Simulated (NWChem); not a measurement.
System: InI2Cl; SMILES [Cl][In]([I])[I]

```xyz
4

In     0.0000     0.0000    -0.5544
Cl     0.0000     0.0000    -2.8903
I      2.3205     0.0000     0.7223
I     -2.3205     0.0000     0.7223
```
Atoms are numbered in this order, from 1.

Level: PBE0/def2-SVP with def2 effective core potentials on In, I (NWChem), optimised geometry, unscaled harmonic frequencies. def2 effective core potentials on In, I; no spin-orbit coupling.

```
frequency (cm⁻¹)  IR intensity (km/mol)
----------------  ---------------------
50                                  1.2
77                                  5.6
78                                  6.4
175                                 3.1
238                                46.6
379                                53.3
```

```json
{
  "zero_point_energy": "1.4 kcal/mol",
  "thermal correction to the enthalpy at 298.15 K (with zero-point energy)": "6.2 kcal/mol",
  "heat capacity Cv": "17.0 cal/(mol K)",
  "entropy at 298.15 K and 1 atm (symmetry number 2)": "92.7 cal/(mol K)"
}
```

Rigid rotor and harmonic oscillator; modes under 100 cm⁻¹ make the entropy uncertain.
